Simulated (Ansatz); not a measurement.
**Question.** Name a neutral molecule of C, F, N, Si and H with LUMO energy (ωB97M-V/def2-TZVPP) between 1.85 and 2.15 eV and HOMO–LUMO gap (B3LYP/def2-TZVPP) between 7.15 and 7.45 eV (Ansatz, PBE0-D4/def2-TZVP geometry).

**Answer.** `N[SiH2]CCF` (1.88 eV, 7.37 eV); `N[SiH2]CF` (1.92 eV, 7.34 eV); `FCNC[SiH3]` (2.07 eV, 7.42 eV); `CN([SiH3])CF` (2.08 eV, 7.25 eV); `CC(F)[SiH2]N` (1.87 eV, 7.18 eV); `NC[SiH](N)F` (2.14 eV, 7.16 eV). Other molecules can fit too; these were computed, each in one conformer that needn't be the lowest.

B3LYP here is the variant with VWN-RPA as its local correlation; programs differ in this.
